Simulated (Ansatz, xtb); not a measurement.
## Relaxing a trial structure of C5H9ClSi

The starting geometry of this gas-phase singlet was built from a drawn formula by distance geometry and a force field; its bonds are those of `[SiH3][C@@H]1[C@H]2C[C@]1(Cl)C2`.

```
atom    x (Å)    y (Å)    z (Å)
   C   0.4175  -0.3197   0.8093
   C   1.5912   0.2000   1.7409
   C   2.3070   0.6498   0.3852
   C   0.7835   1.1360   0.2284
   C   0.9444   1.6275   1.7664
  Cl   0.0430   2.0060  -1.0461
  Si  -1.2982  -0.6636   1.5025
   H  -1.7915   0.3899   2.4125
   H  -1.2648  -1.9087   2.2771
   H  -2.2851  -0.8505   0.3657
   H   0.6977  -1.1300   0.1570
   H   2.0422  -0.3775   2.6072
   H   2.6258  -0.1210  -0.2553
   H   3.0437   1.4559   0.5119
   H   0.0420   1.7932   2.3400
   H   1.5780   2.4773   1.9329
```

Q: Predict what it relaxes into with r2SCAN-D4/def2-SVP.

A: It keeps its bonds, and is `[SiH3][C@@H]1[C@H]2C[C@]1(Cl)C2`.

The energy falls by 0.42 eV over 6 steps:

| step | E − E(last) (eV) |
| --- | --- |
| 1 | 0.418 |
| 2 | 0.089 |
| 3 | 0.011 |
| 4 | 0.001 |
| 5 | 0.000 |
| 6 | 0.000 |

Final geometry (Å):

```xyz
16

C     0.4062   -0.2891    0.8485
C     1.6064    0.2198    1.7190
C     2.3050    0.6608    0.4023
C     0.8320    1.1084    0.3184
C     0.9426    1.6232    1.7667
Cl    0.0634    1.9650   -1.0368
Si   -1.3286   -0.6580    1.5126
H    -1.8721    0.4016    2.4123
H    -1.2785   -1.9444    2.2730
H    -2.2544   -0.8289    0.3542
H     0.6932   -1.1060    0.1583
H     2.0709   -0.3172    2.5589
H     2.6124   -0.1381   -0.2897
H     3.0545    1.4641    0.4831
H     0.0065    1.7241    2.3335
H     1.6170    2.4793    1.9215
```

From the same start GFN2-xTB reaches the same bonding as this run.

The end wasn't checked by frequencies. Run with Ansatz 0.2.0, 16 s on 4 threads of Arm Neoverse V2, on a shared host.
